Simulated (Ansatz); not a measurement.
Basis-set series for `[F][W]([F])(=[S])=[S]`. The species carries charge 0 and has multiplicity 1. W takes the def2 core potential. All single points use the PBE0-D4/def2-TZVP geometry.

| functional | basis | functions | energy (Eh) | HOMO (eV) | LUMO (eV) |
| --- | --- | --- | --- | --- | --- |
| PBE0-D4 | def2-TZVPP | 202 | -1063.03002 | -7.80 | -3.20 |
| PBE0-D4 | def2-QZVPP | 335 | -1063.06562 | -7.81 | -3.21 |
| ωB97M-V | def2-TZVPP | 202 | -1063.31402 | -9.75 | -1.11 |
| ωB97M-V | def2-QZVPP | 335 | -1063.34755 | -9.76 | -1.15 |

Problem. Give the rows for def2-SVP. (Best estimate.)

Solution. Computed: 
```
functional     basis  functions  energy (Eh)  HOMO (eV)  LUMO (eV)
   PBE0-D4  def2-SVP         96  -1062.48320      -7.87      -3.28
   ωB97M-V  def2-SVP         96  -1062.76387      -9.78      -1.16
```
